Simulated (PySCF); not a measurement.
**Assignment exercise: C$_{5}$H$_{13}$OPSi**

Geometry (Å), atoms numbered from 1 in this order:
```xyz
21

Si    3.2086   -0.3223    0.2944
C     1.6953    0.8307    0.3769
P     0.1649   -0.0738    0.8899
C    -1.0951    1.2619    0.5518
C    -2.4610    0.6152    0.3248
O    -2.5063   -0.1816   -0.8340
C    -1.6833   -1.3199   -0.7553
C    -0.1929   -0.9848   -0.6939
H     4.3813    0.4915   -0.0357
H     3.3798   -0.9725    1.5923
H     3.0187   -1.3308   -0.7505
H     1.5244    1.3368   -0.5762
H     1.8698    1.5993    1.1334
H    -0.8086    1.8387   -0.3327
H    -1.1491    1.9350    1.4108
H    -3.2271    1.3818    0.1766
H    -2.7320    0.0095    1.2051
H    -1.9068   -1.8984   -1.6566
H    -1.9594   -1.9197    0.1276
H     0.3858   -1.9105   -0.7183
H     0.0843   -0.3691   -1.5545
```

How the numbers were obtained: GIAO PBE0/pcSseg-1 shieldings, GFN2-xTB structure, in PySCF (non-relativistic Hamiltonian, averaged over atoms made equivalent by symmetry, fast rotation or ring inversion, no solvent, single conformer).

δ = σ(ref) − σ, references computed at the same level: 13C and 1H vs TMS.

Task: Assign these signals to the numbered atoms. 13C{1H} NMR (computed): δ 70.6, 36.1, 14.3.

Result: 
70.6 → C5/C7, sp3 CH2 bonded to O: pulled downfield by the heteroatom
36.1 → C4/C8, sp3 CH2 bonded to P
14.3 → C2, sp3 CH2 bonded to P and Si

Task: Assign these signals to the numbered atoms. 1H NMR (400 MHz, computed): δ 3.96 (m, 4H), 3.90 (m, 3H), 1.52 (m, 4H), 0.78 (m, 2H).

Result: 
```tsv
δ (ppm)	atoms	environment	reason
3.96	H16/H17/H18/H19	hydrogen on an sp3 CH2 bonded to O	its carbon carries O, hence the downfield position
3.90	H9/H10/H11	hydrogen on a silicon bonded to C	–
1.52	H14/H15/H20/H21	hydrogen on an sp3 CH2 bonded to P	–
0.78	H12/H13	hydrogen on an sp3 CH2 bonded to P and Si	an electropositive neighbour shields it, as in TMS itself
```

H16/H17/H18/H19 and H9/H10/H11 lie closer than the usual error of such a calculation, so a measured spectrum could show them in the other order.

Splittings by 31P in the carbon and heteronuclear signals aren't shown, as no couplings were computed. Shifts are as computed. Against solution values, carbons near 30 ppm lie about +3 ppm off and those near 130 ppm about +5 ppm. Of 1211 compounds with measured shifts, 218 miss one by over three times the rms of a fit or turn the order of signals round; such compounds aren't used in these exercises. Multiplicities follow the n + 1 count of equivalent neighbours, as no J values were calculated; m marks all less simple cases, F and P coupling included.
